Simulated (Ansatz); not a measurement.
A series at Ti: from `[NH2][Ti]([Cl])([Cl])[Cl]`, ligands are replaced one by one, each step taking up H₂O and setting free HCl; n counts the steps. Ansatz, PBE0-D4/def2-TZVP geometries. Each molecule was computed in one conformer, which needn't be the lowest.

```tsv
n	molecule	HOMO energy, ωB97M-V/def2-TZVPP (eV)
0	`[NH2][Ti]([Cl])([Cl])[Cl]`	?
1	`[NH2][Ti]([OH])([Cl])[Cl]`	-10.36
2	`[NH2][Ti]([OH])([OH])[Cl]`	-10.17
3	`[NH2][Ti]([OH])([OH])[OH]`	-9.80
```

By hand: fit a straight line y = ȳ + b (n − n̄) to the 3 given rows and predict n = 0.

n̄ = 2.000, ȳ = -10.110; Σ(n − n̄)(y − ȳ) = 0.560, Σ(n − n̄)² = 2.000, so b = 0.280 eV a step. Prediction: -10.110 + (0.280) × (-2.000) = -10.67 eV.

By hand: compare with the computed value, -10.75 eV, and give the steps along the whole series.

The line misses by -0.08 eV (computed minus predicted). Steps: 0.39, 0.19, 0.37 eV.

The steps differ by up to 0.20 eV without a steady trend. The highest orbital can change its character along such a series. The miss is 8.4 % of the series' range.
